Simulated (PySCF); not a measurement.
C5H4F2, SMILES F/C=C\C(=C=C)F.

Coordinates come from a PBE0-D3(BJ)/def2-SVP optimisation. The structure was generated by enumeration; whether it is a known compound was not checked. Other conformers were not sampled.

Level of theory: B3LYP/def2-TZVP in PySCF.

Symmetry labels are those of the subgroup Cs that the program uses (full group Cs).

Computed valence orbital energies around the gap with their symmetry:
| orbital | symmetry | energy (eV) |
|---|---|---|
| HOMO−7 | A" | -12.95 |
| HOMO−6 | A" | -12.25 |
| HOMO−5 | A' | -12.22 |
| HOMO−4 | A' | -11.19 |
| HOMO−3 | A' | -10.46 |
| HOMO−2 | A" | -8.67 |
| HOMO−1 | A' | -8.06 |
| HOMO | A" | -6.46 |
| LUMO | A" | -1.20 |
| LUMO+1 | A' | -0.77 |
| LUMO+2 | A' | 1.38 |
| LUMO+3 | A' | 1.57 |
